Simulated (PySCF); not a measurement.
H2Te2, SMILES [TeH][TeH].

Coordinates come from a B3LYP-D3(BJ)/def2-TZVP optimisation. The def2 effective core potentials stand for the cores of Te; spin–orbit coupling is left out.

Two levels are set side by side: PBE/def2-TZVPD (PySCF) and HF/def2-TZVPD (PySCF). Same geometry, gas phase. Differences are taken from unrounded values.

```
quantity                        HF    PBE  PBE minus HF
---------------------------  -----  -----  ------------
orbital gap (eV)              9.33   2.66         -6.67
highest occupied level (eV)  -8.94  -5.65          3.29
lowest empty level (eV)       0.38  -2.99         -3.38
dipole moment (D)             0.37   0.21         -0.16
mean polarisability (bohr³)   86.7   90.2           3.5
```

PBE's occupied levels lie high since its potential decays too fast outside the molecule; exact exchange lowers them and widens the gap. PBE's more diffuse valence density responds more strongly to a field. Differences between two approximate levels are no errors against the true value.

Rough cost on one machine, each run with all the roots and properties that it gave: HF against PBE about 1/3.
